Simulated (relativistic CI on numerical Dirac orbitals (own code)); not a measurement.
**Hf²⁴⁺: q coefficients and field-shift factors**

Method of calculation: Dirac-Coulomb-Breit CI, KLI orbitals optimised for each configuration, derivatives by finite differences, unscaled Slater integrals, QED left out (own radial code, finite nucleus).

Configurations in the expansion (outside the closed core [Kr]): 4d¹⁰4f², 4d¹⁰4f5s, 4d⁹4f³, 4d¹⁰5s², 4d¹⁰4f5p, 4d¹⁰5s5p, 4d¹⁰5p², 4d¹⁰4f5d. Levels of other configurations are missing.

With x = (α/α₀)² − 1 an excitation energy changes as ω = ω₀ + qx; K = 2q/ω₀ is the relative enhancement. Terms are leading LS components, so labels can repeat. The field-shift factor is F = δν/δ⟨r²⟩ for the transition from the lowest level.

Lowest level 4d¹⁰4f² ³H4.

| Level | ω₀ (cm⁻¹) | q (cm⁻¹) | K | F (GHz/fm²) |
| --- | --- | --- | --- | --- |
| 4d¹⁰4f² ³F2 | 18988 | 3600 | 0.379 | 0.263 |
| 4d¹⁰4f² ³H5 | 20229 | 20440 | 2.02 | 0.814 |
| 4d¹⁰4f² ¹G4 | 32919 | 19620 | 1.19 | 0.889 |
| 4d¹⁰4f² ³F3 | 33854 | 20670 | 1.22 | 0.928 |
| 4d¹⁰4f² ³H6 | 38094 | 35190 | 1.85 | 1.43 |
| 4d¹⁰4f² ³F4 | 57209 | 41710 | 1.46 | 1.79 |
| 4d¹⁰4f² ¹D2 | 67889 | 19220 | 0.566 | 1.16 |
| 4d¹⁰4f² ³P0 | 74089 | 8107 | 0.219 | 0.864 |
| 4d¹⁰4f² ¹I6 | 81797 | 25690 | 0.628 | 1.49 |
| 4d¹⁰4f² ³P1 | 82895 | 20620 | 0.497 | 1.32 |
| 4d¹⁰4f² ³P2 | 97326 | 38380 | 0.789 | 2.01 |
| 4d¹⁰4f² ¹S0 | 170757 | 31990 | 0.375 | 2.53 |
| 4d¹⁰4f5s ³F°2 | 813593 | -360000 | -0.885 | 501 |
| 4d¹⁰4f5s ³F°3 | 816544 | -358900 | -0.879 | 500 |
| 4d¹⁰4f5s ³F°4 | 837002 | -338200 | -0.808 | 501 |
| 4d¹⁰4f5s ¹F°3 | 842839 | -337200 | -0.8 | 499 |
| 4d¹⁰4f5p ³G3 | 1137436 | -317700 | -0.559 | 46.8 |
| 4d¹⁰4f5p ³F2 | 1143701 | -314700 | -0.55 | 46.5 |
| 4d¹⁰4f5p ³D3 | 1163307 | -294200 | -0.506 | 47.5 |
| 4d¹⁰4f5p ³G4 | 1166290 | -294100 | -0.504 | 47.5 |
| 4d¹⁰4f5p ³F3 | 1309064 | -104900 | -0.16 | 22.1 |
| 4d¹⁰4f5p ³F2 | 1319992 | -105800 | -0.16 | 22.2 |
| 4d¹⁰4f5p ³G4 | 1322626 | -100000 | -0.151 | 22.2 |

At this charge energies of transitions that change n are usually good to better than 1 %, and those within a shell (Δn = 0) to a few per cent. Terms inside the open d or f shell come out 10 to 20 % too wide with unscaled integrals.
